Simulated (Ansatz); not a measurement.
A run for Ansatz (an electronic-structure program): U-PBE/def2-TZVPP on H2Si2 (SMILES [Si]=[SiH2]), 2S+1 = 1, a spin state set in the input, which need not be the lowest.

Ansatz 0.2 input:
```yaml
crystal:
  periodic: [false, false, false]
  atoms:
    - {symbol: Si, position_ang: [1.22699665, -0.05796133, 0.01106256]}
    - {symbol: Si, position_ang: [-0.97029540, 0.04583518, -0.00874815]}
    - {symbol: H, position_ang: [-1.85504374, -1.14480497, -0.01103524]}
    - {symbol: H, position_ang: [-1.73877366, 1.31457106, -0.02136648]}
basis:
  gaussian:
    orbitals: def2-TZVPP
hamiltonian:
  xc: {name: PBE}
magnetization: {spin_polarized: true, initial_magnetization: 0}
```

Q: Predict the final total energy.

A: -579.7932 hartree. Its determinant has ⟨S²⟩ = 0.22, a mixture of spin states.

Q: How many basis functions does it have, and what does it roughly cost on one machine?

A: 112 functions; around 12 core-seconds (rough).
